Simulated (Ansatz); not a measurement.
Program: Ansatz. Geometries: PBE0-D4/def2-TZVP. ΔE: electronic, gas phase. CCSD(T)/CBS adds triple-zeta CCSD(T) − MP2 to the extrapolated MP2 energy (def2 sets, frozen cores). This one scheme is used for every species. Functionals use def2-TZVPP. B3LYP here is the variant with VWN-RPA as its local correlation; programs differ in this. One conformer a species, not always the lowest.

`[BH2][AlH2]` + `OCO` → `BOCO` + `[AlH3]`  (cleavage of the B–Al bond)

`[BH2][AlH2]`:

Cartesian coordinates in Å:
```
B 1.109 0.007 -0.106
Al -0.997 -0.006 0.095
H 1.662 0.021 -1.171
H 1.853 0.000 0.836
H -1.820 1.355 0.185
H -1.807 -1.377 0.161
```

`OCO`:

```xyz
7

O    -0.635   -0.977   -0.357
C    -0.171    0.328   -0.177
O     0.937    0.400    0.670
H     0.070   -1.488   -0.767
H    -1.027    0.886    0.218
H     0.156    0.780   -1.119
H     0.670    0.071    1.534
```

`BOCO`:

Z-matrix (Å, degrees):
```
C
O 1 1.416
O 1 1.382 2 111.0
H 1 1.096 2 106.2 3 -122.2
H 1 1.093 2 110.1 3 118.1
B 2 1.344 1 121.5 3 -104.2
H 3 0.962 1 108.8 2 -65.4
H 6 1.202 2 120.0 1 -2.9
H 6 1.196 2 117.0 1 177.8
```

`[AlH3]`:

```xyz
4

Al    0.000    0.000    0.000
H    -0.100   -0.900    1.302
H    -1.304    0.675   -0.599
H     1.404    0.224   -0.703
```

| level | ΔE (kJ/mol) | difference from CCSD(T)/CBS |
| --- | --- | --- |
| PBE-D4 | -162.0 | 5.9 |
| r2SCAN-D4 | -169.2 | -1.3 |
| PBE0-D4 | -162.4 | 5.5 |
| B3LYP-D4 | -174.0 | -6.1 |
| ωB97X-V | -168.9 | -1.0 |
| ωB97M-V | -174.0 | -6.1 |
| B2PLYP | -175.4 | -7.5 |
| PBE | -160.6 | 7.3 |
| r2SCAN | -168.7 | -0.8 |
| PBE0 | -161.3 | 6.6 |
| B3LYP | -171.9 | -4.0 |
| HF/def2-TZVPP | -173.5 | -5.6 |
| MP2/def2-TZVPP | -177.9 | -10.0 |
| SCS-MP2/def2-TZVPP | -176.6 | -8.7 |
| CCSD/def2-TZVPP | -168.3 | -0.4 |
| CCSD(T)/def2-TZVPP | -170.0 | -2.1 |
| HF/def2-QZVPP | -174.2 | -6.3 |
| MP2/def2-QZVPP | -176.9 | -9.0 |
| SCS-MP2/def2-QZVPP | -175.7 | -7.8 |
| HF/CBS(def2) | -174.3 | -6.4 |
| MP2/CBS(def2) | -175.8 | -7.9 |
| CCSD/CBS(def2) | -166.2 | 1.7 |
| CCSD(T)/CBS | -167.9 | 0 |

Largest T1 diagnostic among the species: 0.013.
